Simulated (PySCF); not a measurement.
Start geometry of `BrC(Br)(Br)Br` from GFN2-xTB (Å):
```
atom  x, y, z in Å
Br1   -1.2481   -0.8911    1.1852
C2    -0.0036   -0.0036   -0.0053
Br3    1.3709    0.8500    1.0408
Br4   -0.8818    1.3411   -1.0713
Br5    0.7962   -1.3304   -1.1872
```

**Question.** What comes out of this run: PySCF, PBE0-D3(BJ)/def2-SVP geometry optimisation, gas phase?

**Answer.** 
```
atom  x, y, z in Å
Br1   -1.340   -0.068    1.380
C2     0.006   -0.007   -0.007
Br3    1.586    0.882    0.668
Br4   -0.683    0.968   -1.530
Br5    0.462   -1.808   -0.546
```

The energy falls by 0.73 kJ/mol over 5 energy and gradient evaluations, the largest force component goes from 0.0037 to 1.5e-04 Eh/bohr, and the atoms move by 0.022 Å rms after alignment. The bond that changes most is C2–Br5 (sp3 C–Br carbon to alkyl bromine), which shortens by 0.015 Å. Bonds longer at the end by more than 0.005 Å: 2 of 4; shorter: 1. Among the angles that change most is Br1–C2–Br4, from 111.5° to 109.4°. The orientation of the end geometry is arbitrary; only internal coordinates are fixed.

The run used 142 basis functions and 34 SCF cycles in all. On Arm Neoverse V1, one thread, shared host with 32 logical CPUs at a one-minute load of 24, this took 80 s wall and 0.73 GiB of memory at its peak.

PBE0-D3(BJ)/def2-SVP frequencies: not computed here.
